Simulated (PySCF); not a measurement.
# One molecule, several mistakes: CH5Si

All numbers below are calculated, not measured. They come from PySCF 2.14.0, an open-source quantum chemistry program, on an isolated molecule that a program drew, which may never have been made. The molecule is CH5Si (charge 0, doublet), drawn as the SMILES string `[CH2][SiH3]`.

Each row is a Hartree-Fock (HF) and frozen-core CCSD(T) single point in the cc-pV(D+d)Z basis, meant for a local HF minimum. Run 1 is clean. Each other run has one planted mistake out of seven kinds, and not every kind appears here: one electron removed, one electron added, multiplicity raised by two, geometry at a saddle point, minimal basis STO-3G, one bond length entered in bohr, all coordinates scaled. The reference is restricted for singlets and unrestricted otherwise, and also for a bond in bohr. Adding or removing an electron swaps singlet and doublet. Electrons count all cores. HOMO and LUMO are orbital energies over both spins, the gradient is its largest component, and the lowest frequency (negative if imaginary) is given only where the gradient is small. Bond lengths are over the 6 bonds as drawn. T1 is the CCSD diagnostic: over 0.02 (restricted) or 0.045 (unrestricted) a single reference is doubtful.

Geometry of the clean run:
```xyz
7
CH5Si, angstrom
C     0.8920   -0.0958   -1.6844
Si   -0.5862   -0.7996   -2.5630
H     0.9706   -0.0746   -0.6008
H     1.7242    0.3631   -2.2103
H    -0.2636   -1.0165   -3.9925
H    -1.7494    0.1185   -2.4789
H    -0.9827   -2.0911   -1.9523
```

| run | electrons | basis functions | <S^2> | HOMO (eV) | LUMO (eV) | gradient (hartree/bohr) | lowest frequency (cm^-1) | mean bond (Å) | longest bond (Å) | T1 | HF (hartree) | CCSD(T) (hartree) | mistake |
|---|---|---|---|---|---|---|---|---|---|---|---|---|---|
| 1 | 25 | 62 | 0.761 | -10.40 | 2.52 | 2.7e-05 | 22 | 1.4132 | 1.858 | 0.0112 | -329.67054 | -329.94313 | no fault |
| 2 | 25 | 62 | 0.763 | -10.41 | 2.55 | 3.2e-02 | - | 1.4782 | 1.944 | 0.0116 | -329.66001 | -329.93589 | all coordinates scaled |
| 3 | 24 | 62 | 0.000 | -18.53 | -7.22 | 4.9e-02 | - | 1.4132 | 1.858 | 0.0275 | -329.34796 | -329.60647 | one electron removed |
| 4 | 25 | 19 | 0.768 | -8.90 | 8.57 | 3.0e-02 | - | 1.4132 | 1.858 | 0.0062 | -325.86254 | -325.97662 | ? |
| 5 | 25 | 62 | 1.563 | -9.02 | 1.67 | 1.2e-02 | - | 1.6329 | 2.799 | 0.0632 | -329.55630 | -329.82051 | ? |

**Which mistake was planted in run 4, and what did it cost?**

It has 19 basis functions where the clean run has 62, with the same electrons and geometry. So the mistake is: minimal basis STO-3G. Subtracting run 1 and multiplying by 627.51 kcal/mol a hartree, the energy moved by 2389.6 kcal/mol in HF and 2489.0 kcal/mol in CCSD(T).

**Which mistake was planted in run 5, and what did it cost?**

The mean bond changes by a factor of 1.155 and the longest by 1.506, so the molecule wasn't scaled as a whole. A length L in bohr read as angstrom grows by (1/0.5292 - 1) L = 0.890 L. The 6 bonds together grew by 6 x 0.2197 = 1.318 Å, which gives L = 1.482 Å. That is the length of one of the H-Si bonds, 1.481 Å in the clean geometry. So the mistake is: one bond length entered in bohr. Subtracting run 1 and multiplying by 627.51 kcal/mol a hartree, the energy moved by 71.7 kcal/mol in HF and 76.9 kcal/mol in CCSD(T).

Cautions from the logs. Run 3: T1 is over the limit, so its CCSD(T) energy is less reliable; run 5: T1 is over the limit, so its CCSD(T) energy is less reliable.
